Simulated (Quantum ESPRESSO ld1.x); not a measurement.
Q: All-electron atom: In10+ in [Kr] 4d3 (the NIST ground configuration). All-electron calculation, Dirac Kohn-Sham, revPBE, spin-unpolarised, spherical densities, point nucleus; open shells are shared between the two j in proportion to 2j + 1. Program: ld1.x of Quantum ESPRESSO 7.5. Some entries of the table are withheld. Estimate them.

| orbital | occ. | eigenvalue (eV) | <r^2> (bohr^2) | <1/r> (bohr^-1) |
|---|---|---|---|---|
| 1s1/2 | 2 | -27938.0 | 0.001194 | 51.87 |
| 2s1/2 | 2 | -4353.55 | 0.01940 | 12.00 |
| 2p1/2 | 2 | -4073.13 | 0.01445 | 11.98 |
| 2p3/2 | 4 | -3862.26 | 0.01576 | 11.19 |
| 3s1/2 | 2 | -984.238 | 0.1382 | 4.239 |
| 3p1/2 | 2 | -871.302 | 0.1331 | (1) |
| 3p3/2 | 4 | -832.964 | 0.1416 | (2) |
| 3d3/2 | 4 | -633.976 | 0.1220 | 3.801 |
| 3d5/2 | 6 | -626.086 | 0.1246 | 3.751 |
| 4s1/2 | 2 | -300.730 | 0.7319 | 1.733 |
| 4p1/2 | 2 | -261.739 | 0.7945 | 1.642 |
| 4p3/2 | 4 | -253.862 | 0.8356 | 1.586 |
| 4d3/2 | 1.2 | -190.073 | 1.008 | 1.404 |
| 4d5/2 | 1.8 | -188.719 | 1.023 | 1.391 |
| 5s1/2 | 0 | -134.121 | 2.918 | 0.8421 |
| 5p1/2 | 0 | -120.133 | 3.282 | 0.7921 |
| 4f5/2 | 0 | -119.952 | 1.462 | (3) |
| 4f7/2 | 0 | -119.816 | 1.468 | (4) |
| 5p3/2 | 0 | -117.859 | 3.406 | 0.7736 |

A: 
(1) 3p1/2 <1/r> (bohr^-1): 4.147
(2) 3p3/2 <1/r> (bohr^-1): 3.955
(3) 4f5/2 <1/r> (bohr^-1): 1.063
(4) 4f7/2 <1/r> (bohr^-1): 1.061
